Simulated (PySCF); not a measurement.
Job file and geometry (Å, from GFN2-xTB) of an NMR shielding run on SMILES C/C(C=C)=C\B(BC)O[SiH3], C$_{6}$H$_{14}$B$_{2}$OSi, GIAO PBE0/pcSseg-1 NMR shielding, non-relativistic, gas phase in PySCF; density fitting, a coarse starting grid and PySCF grid level 2 are the driver's defaults:

```
$ OMP_NUM_THREADS=1 python probes_run.py task.json out

{"job": {"kind": "nmr", "xc": "PBE0", "basis": "pcSseg-1"}, "charge": 0, "multiplicity": 1}
C      4.027002    -0.658954    -0.354096
C      2.813175    -0.713358    -0.894143
C      1.592207    -0.157915    -0.326027
C      1.697588     0.517303     1.007965
C      0.426334    -0.281410    -0.989337
B     -1.013626     0.182952    -0.564869
B     -2.317618    -0.807761    -0.891139
C     -2.862035    -1.869270     0.140990
O     -1.162328     1.367022     0.048652
Si    -2.040001     2.505322     0.756461
H      4.224661    -0.187544     0.593102
H      4.879845    -1.091118    -0.850243
H      2.688753    -1.203821    -1.852364
H      2.101697    -0.172630     1.748515
H      0.726540     0.864622     1.340472
H      2.370561     1.371256     0.941053
H      0.474635    -0.826216    -1.929173
H     -2.865296    -0.790618    -1.934081
H     -2.549400    -2.858387    -0.198117
H     -3.950118    -1.899154     0.172492
H     -2.495283    -1.751249     1.157774
H     -3.477771     2.207718     0.753482
H     -1.543151     2.551142     2.133354
H     -1.758108     3.721831    -0.003165
```

Question: Write the output of this run.

Answer: 
```
coarse grid: 20080 points
cycle   1  E = -650.6682969134  dE =  1.051e+00  |g| = 8.008e-01  |ddm| = 4.391e+00
cycle   2  E = -650.5087110599  dE =  1.596e-01  |g| = 1.215e+00  |ddm| = 1.654e+00
cycle   3  E = -650.7972893691  dE = -2.886e-01  |g| = 1.735e-01  |ddm| = 1.150e+00
cycle   4  E = -650.8036255016  dE = -6.336e-03  |g| = 3.928e-02  |ddm| = 1.608e-01
cycle   5  E = -650.8039830380  dE = -3.575e-04  |g| = 1.226e-02  |ddm| = 4.720e-02
cycle   6  E = -650.8040176129  dE = -3.457e-05  |g| = 5.388e-03  |ddm| = 1.727e-02
cycle   7  E = -650.8040249811  dE = -7.368e-06  |g| = 1.239e-03  |ddm| = 5.736e-03
final grid: 188008 points
cycle   8  E = -650.8699571823  dE = -5.161e-05  |g| = 1.126e-02  |ddm| = 3.983e-02
cycle   9  E = -650.8699358064  dE =  2.138e-05  |g| = 1.545e-02  |ddm| = 2.040e-02
cycle  10  E = -650.8699858185  dE = -5.001e-05  |g| = 2.166e-03  |ddm| = 1.218e-02
cycle  11  E = -650.8699867819  dE = -9.634e-07  |g| = 2.338e-04  |ddm| = 1.814e-03
cycle  12  E = -650.8699867916  dE = -9.700e-09  |g| = 1.182e-04  |ddm| = 3.804e-04
cycle  13  E = -650.8699867949  dE = -3.306e-09  |g| = 5.037e-05  |ddm| = 1.620e-04
cycle  14  E = -650.8699867956  dE = -6.457e-10  |g| = 1.149e-05  |ddm| = 5.273e-05
converged SCF energy = -650.8699867956

GIAO shielding tensors (ppm)
atom      isotropic    diamagn.    paramagn.     s11        s22        s33       span
  0 C       64.002     253.632    -189.630    -44.103     65.408    170.700    214.802
  1 C       35.351     251.963    -216.613    -74.435     45.051    135.436    209.871
  2 C       29.721     260.329    -230.608    -74.955      4.233    159.886    234.840
  3 C      169.093     252.149     -83.056    154.010    170.735    182.533     28.523
  4 C       46.956     261.135    -214.178    -49.128     43.341    146.656    195.784
  5 B       42.813     192.682    -149.869    -29.463     52.562    105.340    134.802
  6 B       -4.705     198.082    -202.787   -110.931    -38.339    135.156    246.086
  7 C      169.398     252.779     -83.382    136.118    172.497    199.577     63.459
  8 O      167.757     398.031    -230.274    -44.216    161.785    385.703    429.919
  9 Si     394.110     880.568    -486.458    354.056    364.906    463.367    109.311
 10 H       26.135      32.107      -5.973     23.241     24.767     30.395      7.153
 11 H       26.154      26.570      -0.415     24.350     25.143     28.970      4.620
 12 H       25.117      31.970      -6.852     22.992     23.493     28.867      5.875
 13 H       29.932      33.091      -3.158     26.033     28.533     35.230      9.197
 14 H       28.756      35.400      -6.645     23.154     27.839     35.274     12.119
 15 H       29.827      32.258      -2.431     25.858     28.546     35.077      9.219
 16 H       25.728      35.710      -9.982     22.574     25.629     28.982      6.408
 17 H       22.124      31.368      -9.244     12.066     25.707     28.600     16.534
 18 H       30.887      30.107       0.779     26.568     29.262     36.830     10.262
 19 H       30.172      27.962       2.210     26.611     28.218     35.688      9.078
 20 H       29.994      34.018      -4.024     27.085     29.744     33.153      6.067
 21 H       26.548      29.008      -2.460     23.381     25.529     30.734      7.352
 22 H       26.341      29.838      -3.498     23.105     25.592     30.325      7.220
 23 H       26.432      29.049      -2.617     23.268     24.914     31.113      7.845
```

Size and cost of the density-fitted run: 247 basis functions, 100 s wall time on 1 thread of an Arm Neoverse N1, shared host; peak memory 1.1 GiB.
